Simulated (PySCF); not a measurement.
# Computed structure and properties of BiI3

System: BiI3 (singlet); start: displaced along the imaginary mode (Cs). Method: PySCF 2.14.0, RKS r2SCAN, Bi def2-SVP with ECP60, I def2-SVP with ECP28; non-relativistic Hamiltonian with scalar-relativistic core potentials where named; density fitting; no spin-orbit coupling.

Input of the relaxation:

```python
mol = gto.M(atom='''
Bi    -0.01021     0.25000    -0.00000
I     -1.43584    -0.13798     2.52754
I     -1.43584    -0.13798    -2.52754
I      2.88851    -0.13572    -0.00000''',
    basis={'Bi': 'def2-SVP', 'I': 'def2-SVP'},
    ecp={'Bi': 'def2-SVP', 'I': 'def2-SVP'},
    charge=0, spin=0)
mf = dft.RKS(mol, xc='R2SCAN')
mf.grids.atom_grid = (50, 194)
mf = mf.density_fit()  # fitting sets: Bi def2-universal-JKFIT, I def2-universal-JKFIT
mf.conv_tol = 1e-08; mf.max_cycle = 55
mf.kernel(dm0)  # dm0: converged density of the start geometry
# quasi-Newton relaxation in Cartesian coordinates to a largest gradient under 0.00045 Eh/bohr, steps kept in the point group
```

Run from Python with OMP_NUM_THREADS=2; the lines above give its settings. Where DIIS fails, smearing, a level shift and second-order steps follow.
It took 59 s on 2 threads of Arm Neoverse V1 (shared host), from the converged density of the start.

Course of the relaxation:

```json
{"step": "0", "energy above end (eV)": "0.6946", "largest force component within the symmetry (eV/Å)": "0.601"}
{"step": "1", "energy above end (eV)": "0.4746", "largest force component within the symmetry (eV/Å)": "0.607"}
{"step": "2", "energy above end (eV)": "0.2781", "largest force component within the symmetry (eV/Å)": "0.857"}
{"step": "3", "energy above end (eV)": "0.1139", "largest force component within the symmetry (eV/Å)": "0.584"}
{"step": "4", "energy above end (eV)": "0.0147", "largest force component within the symmetry (eV/Å)": "0.353"}
{"step": "5", "energy above end (eV)": "0.0036", "largest force component within the symmetry (eV/Å)": "0.212"}
{"step": "6", "energy above end (eV)": "0.0004", "largest force component within the symmetry (eV/Å)": "0.013"}
{"step": "7", "energy above end (eV)": "0.0002", "largest force component within the symmetry (eV/Å)": "0.010"}
{"step": "8", "energy above end (eV)": "0.0000", "largest force component within the symmetry (eV/Å)": "0.008"}
{"step": "9", "energy above end (eV)": "0.0000", "largest force component within the symmetry (eV/Å)": "0.004"}
```

Relaxed geometry (C3v):

```xyz
4

Bi    0.0030    0.9385    0.0000
I    -1.2578   -0.3713    2.1775
I    -1.2578   -0.3713   -2.1775
I     2.5191   -0.3575    0.0000
```

| contact | Å |
| --- | --- |
| Bi1–I2 (I) | 2.837 |
| Bi1–I3 (I) | 2.837 |
| Bi1–I4 (I) | 2.830 |

On the finer grid (75, 302):

The HOMO is -6.76 eV and the LUMO is -3.77 eV. The dipole about the centre of mass is 2.83 D. The set of Mulliken populations of Bi1 outside the core potential is s 3.93, p 8.32, d 10.18 and the D3(BJ) dispersion energy (not in the energies) is -0.066 eV.

```
atom  Mulliken (e)  Löwdin (e)  spin (e)
 Bi1          0.56        0.34      0.00
  I2         -0.19       -0.11      0.00
  I3         -0.19       -0.11      0.00
  I4         -0.19       -0.11      0.00
```

No frequency check is given for this geometry.

Taking off one I (charge -1, singlet; the rest: singlet) in vacuum, both parts rigid, costs 7.21 eV; the small basis without counterpoise inflates it. Most of it is the attraction of opposite charges; other ways to part are cheaper, and one spin state was tried for the rest.

Rigid scan of I along the line from its metal:

| distance to I2 (Å) | energy (eV) |
| --- | --- |
| 2.54 | 0.529 |
| 2.64 | 0.202 |
| 2.74 | 0.045 |
| 2.84 | 0.000 |
| 2.94 | 0.036 |
| 3.04 | 0.128 |
| 3.24 | 0.399 |
| 3.54 | 0.881 |
| 3.94 | 1.466 |
| 4.44 | 2.002 |

One start shape was tried, so this needn't be the lowest isomer.
